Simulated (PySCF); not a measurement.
## Electron correlation in Cl⁺ (chlorine, charge +1)

[Ne] 3s1 3p5, high-spin 3P determinant (an excited configuration). All numbers are calculated (PySCF 2.14, the spin-free X2C one-electron Hamiltonian (Gaussian nucleus), in x2c-TZVPPall (5s5p3d1f, 42 functions)). Frozen: [Ne]; 6 electrons correlated.

| level | correlation energy (mhartree) |
| --- | --- |
| CCSD | -235.10 |
| (T) | -17.46 |
| CCSD(T) | -252.56 |

Diagnostics: T1 = 0.017, D1 = 0.0366, largest double amplitude 0.200.

A double-excitation amplitude exceeds 0.15, a sign of near-degeneracy.

Cost of the coupled-cluster step: roughly 1.5 core-seconds, for 6 correlated electrons.
